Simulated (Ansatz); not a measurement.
Ansatz (a quantum-chemistry and plane-wave program) input (PBE/def2-TZVPD):

Ansatz 0.2 input:
```yaml
crystal:
  periodic: [false, false, false]
  atoms:
    - {symbol: C, position_ang: [1.58555176, -0.92976279, -0.87745265]}
    - {symbol: C, position_ang: [0.81254550, -0.37660665, 0.32243476]}
    - {symbol: C, position_ang: [1.60257645, 0.76582863, 0.96416040]}
    - {symbol: C, position_ang: [-0.66328984, -0.01297396, -0.03507817]}
    - {symbol: C, position_ang: [-1.37698671, -1.24964342, -0.48034242]}
    - {symbol: C, position_ang: [-0.74867609, 1.05676774, -1.13515392]}
    - {symbol: C, position_ang: [-1.39165750, 0.52159397, 1.22286468]}
    - {symbol: H, position_ang: [1.03304574, -1.72477827, -1.38008430]}
    - {symbol: H, position_ang: [1.79039895, -0.14773419, -1.61163917]}
    - {symbol: H, position_ang: [2.54724899, -1.33492764, -0.55683850]}
    - {symbol: H, position_ang: [0.74056328, -1.18016729, 1.06525873]}
    - {symbol: H, position_ang: [1.15224167, 1.11471353, 1.89283158]}
    - {symbol: H, position_ang: [1.69082115, 1.61950732, 0.28874411]}
    - {symbol: H, position_ang: [2.61585627, 0.43232932, 1.19701253]}
    - {symbol: H, position_ang: [-2.21697518, -1.18924393, -1.15987781]}
    - {symbol: H, position_ang: [-1.19138786, -2.19662732, 0.01086160]}
    - {symbol: H, position_ang: [-0.29950029, 0.71268726, -2.06663553]}
    - {symbol: H, position_ang: [-1.79350942, 1.29832067, -1.34056273]}
    - {symbol: H, position_ang: [-0.25090427, 1.97951317, -0.83429710]}
    - {symbol: H, position_ang: [-2.45535073, 0.65025376, 1.01761607]}
    - {symbol: H, position_ang: [-0.99206439, 1.48944178, 1.53114182]}
    - {symbol: H, position_ang: [-1.29086531, -0.17450954, 2.05787240]}
basis:
  gaussian:
    orbitals: def2-TZVPD
hamiltonian:
  xc: {name: PBE}
magnetization: {spin_polarized: true, initial_magnetization: 1}
output: {forces: true}
```

End of the output:

```
mean field evaluation 4: about -7493.5006 eV, gradient 1.5e1 eV
mean field evaluation 8: about -7494.4159 eV, gradient 3.3e-1 eV
mean field evaluation 16: about -7494.3183 eV, gradient 1.0e-2 eV
mean field -7494.31830162 eV, -275.4111177531 hartree, gradient 4.2e-5 eV, S^2 0.753711; 0 other end points of the search recorded, 0 dependent functions left out
the calculation of the forces begins
reference -7494.31836505 eV, -275.4111200843 hartree; 29, 28 occupied and 365, 366 virtual orbitals, 1983 factors
Total energy: -7494.31836505 eV, -275.4111200843 hartree
Atom 0 at     1.585552    -0.929763    -0.877453 Å, force    -0.091994     0.067250     0.165635 eV/Å
Atom 1 at     0.812546    -0.376607     0.322435 Å, force     0.065876     0.153917    -0.134949 eV/Å
Atom 2 at     1.602576     0.765829     0.964160 Å, force    -0.111558    -0.156234    -0.077013 eV/Å
Atom 3 at    -0.663290    -0.012974    -0.035078 Å, force    -0.027669    -0.024785    -0.048261 eV/Å
Atom 4 at    -1.376987    -1.249643    -0.480342 Å, force     0.142099     0.202184     0.056431 eV/Å
Atom 5 at    -0.748676     1.056768    -1.135154 Å, force     0.003919    -0.131666     0.133490 eV/Å
Atom 6 at    -1.391657     0.521594     1.222865 Å, force     0.069495    -0.098977    -0.144459 eV/Å
Atom 7 at     1.033046    -1.724778    -1.380084 Å, force    -0.152711    -0.220119    -0.138076 eV/Å
Atom 8 at     1.790399    -0.147734    -1.611639 Å, force     0.061028     0.200439    -0.197944 eV/Å
Atom 9 at     2.547249    -1.334928    -0.556839 Å, force     0.248893    -0.102865     0.074153 eV/Å
Atom 10 at     0.740563    -1.180167     1.065259 Å, force    -0.030699    -0.227385     0.207833 eV/Å
Atom 11 at     1.152242     1.114714     1.892832 Å, force    -0.112001     0.100313     0.257037 eV/Å
Atom 12 at     1.690821     1.619507     0.288744 Å, force     0.035007     0.228053    -0.174902 eV/Å
Atom 13 at     2.615856     0.432329     1.197013 Å, force     0.261193    -0.077974     0.061496 eV/Å
Atom 14 at    -2.216975    -1.189244    -1.159878 Å, force    -0.245181     0.015184    -0.204622 eV/Å
Atom 15 at    -1.191388    -2.196627     0.010862 Å, force     0.056651    -0.284597     0.141542 eV/Å
Atom 16 at    -0.299500     0.712687    -2.066636 Å, force     0.115977    -0.090958    -0.255451 eV/Å
Atom 17 at    -1.793509     1.298321    -1.340563 Å, force    -0.268801     0.066326    -0.056995 eV/Å
Atom 18 at    -0.250904     1.979513    -0.834297 Å, force     0.128265     0.256906     0.077716 eV/Å
Atom 19 at    -2.455351     0.650254     1.017616 Å, force    -0.279447     0.036068    -0.047936 eV/Å
Atom 20 at    -0.992064     1.489442     1.531142 Å, force     0.113709     0.271023     0.083469 eV/Å
Atom 21 at    -1.290865    -0.174510     2.057872 Å, force     0.017950    -0.182104     0.221806 eV/Å
Dipole moment:     0.011566     0.034629     0.049162 e Å
```

It need not be the lowest isomer of its formula.
